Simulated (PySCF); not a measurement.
Species: C2H4BBr.
SMILES with atom numbers: `[BH2:1]/[CH:2]=[CH:3]\[Br:4]` (hydrogens: H5, H6 on B1; H7 on C2; H8 on C3)

The calculation used PBE0-D3(BJ)/def2-SVP geometry optimisation, gas phase in PySCF.

Q: What internal coordinates does the optimisation give?

A: 
| bond | length (pm) |
| --- | --- |
| B1–C2 | 154.1 |
| C2=C3 | 134.6 |
| C3–Br4 | 187.1 |
| B1–H5, B1–H6 | 120.7 |
| C2–H7 | 109.8 |
| C3–H8 | 109.4 |

Bonds in one row agree within 1 pm and their mean is given. A selection of angles:
| angle | degrees |
| --- | --- |
| C2–B1–H5 | 119.8 |
| C2–B1–H6 | 120.7 |
| H5–B1–H6 | 119.6 |
| B1–C2–C3 | 127.1 |
| B1–C2–H7 | 119.9 |
| C3–C2–H7 | 113.0 |
| C2–C3–Br4 | 126.3 |
| C2–C3–H8 | 122.9 |
| Br4–C3–H8 | 110.8 |

Torsions: B1–C2–C3–Br4 0° (synperiplanar). The mirror-image conformer, all signs reversed, is as good.

B1 (three-coordinate boron) is planar (angles 120.7°, 119.8° and 119.6°, sum 360.0°, 0.00 Å off the plane of its three neighbours). Of the pairs four or more bonds apart, Br4···H6 is among the closest relative to their van der Waals radii: 3.05 Å, 100 % of the sum of Bondi's values. The 4 heavy atoms lie in one plane (0.000 Å rms).

Point group: near Cs, missed by 0.10 Å at most; the miss may be what the optimiser left on a soft mode. No PBE0-D3(BJ)/def2-SVP frequencies stand behind this structure, so it isn't proved a minimum.
